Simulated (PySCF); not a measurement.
Simulated outer-valence photoelectron spectrum of `Cl[Si](Cl)(Br)Br`. The calculation used EOM-IP-CCSD/aug-cc-pVDZ in PySCF, restricted Hartree–Fock reference, frozen core, non-relativistic, gas phase, PBE0-D3(BJ)/def2-SVP geometry.

Each root has a Gaussian of 0.5 eV full width with its one-hole share as area; cross sections and vibrations are left out, and the highest printed point is 100.

ionisation energy (eV), intensity and a bar:
```
     10.3          0 
     10.4          1 
     10.5          2 #
     10.6          6 ##
     10.7         15 ####
     10.8         31 #########
     10.9         52 ################
     11.0         75 ######################
     11.1         93 ############################
     11.2        100 ##############################
     11.3         96 #############################
     11.4         83 #########################
     11.5         66 ####################
     11.6         53 ################
     11.7         50 ###############
     11.8         56 #################
     11.9         69 #####################
     12.0         83 #########################
     12.1         94 ############################
     12.2         98 #############################
     12.3         92 ############################
     12.4         82 ########################
     12.5         74 ######################
     12.6         77 #######################
     12.7         85 ##########################
     12.8         87 ##########################
     12.9         76 #######################
     13.0         54 ################
     13.1         31 #########
     13.2         14 ####
     13.3          5 ##
     13.4          2 
     13.5          0
```

Problem. Where are the maxima, and how many lines lie under the curve?

Solution. 3 maxima, at 11.2, 12.2 and 12.8 eV, from 8 lines. At this width some lines have no maximum of their own.

Problem. List the lines with their holes.

Solution. 
| E (eV) | leading hole (HF orbital) | area | Koopmans (eV) |
| --- | --- | --- | --- |
| 11.03 | HOMO | 0.96 | 11.82 |
| 11.21 | HOMO-1 | 0.95 | 12.04 |
| 11.41 | HOMO-2 | 0.95 | 12.26 |
| 11.91 | HOMO-3 | 0.95 | 12.71 |
| 12.19 | HOMO-4 | 0.95 | 13.08 |
| 12.31 | HOMO-5 | 0.95 | 13.31 |
| 12.78 | HOMO-7 | 0.95 | 13.86 |
| 12.82 | HOMO-6 | 0.95 | 13.85 |

The widest gap, 0.50 eV, lies between 11.41 and 11.91 eV. Only orbitals with −ε under 21 eV, eight at most, were ionised, so the high end of the curve may lack lines.
